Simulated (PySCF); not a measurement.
Input for PySCF: R-MP2/6-31G* on HCl (SMILES Cl) with ghost functions, monomers drawn apart or pushed together.

```python
from pyscf import gto, scf, dft, mp
from pyscf.data.elements import chemcore

mol = gto.M(
    atom='''
    Cl    0.01282134   -0.03239786    0.03733617
    H    -0.19402294    0.39193643   -1.15764732
    ghost-C   -0.16500599    0.54779220    4.00790730
    ghost-N    0.38454518   -0.72090090    3.53336939
    ghost-H   -1.18286534    0.65928747    3.63160504
    ghost-H    0.42157687    1.36872353    3.59309057
    ghost-H   -0.19017997    0.66409190    5.09993238
    ghost-H   -0.15177804   -1.50434207    3.88517395
    ghost-H    1.33880263   -0.84465638    3.84835337
    ''',
    basis='6-31g*',
    cart=True,
    charge=0, spin=0, verbose=3, max_memory=1800)
mf = scf.RHF(mol)
mf.conv_tol = 1e-8
mf.max_cycle = 100
mf.kernel()
if not mf.converged:
    mf = mf.newton().run(mf.mo_coeff, mf.mo_occ)
pt = mp.MP2(mf, frozen=chemcore(mol)).run()
```

Output:

```
converged SCF energy = -460.059808277353
E(RMP2) = -460.192468585378  E_corr = -0.132660308025391
E(SCS-RMP2) = -460.191202949764  E_corr = -0.131394672411666
```

Self-consistency was reached.

Cost: roughly 0.6 core-seconds.
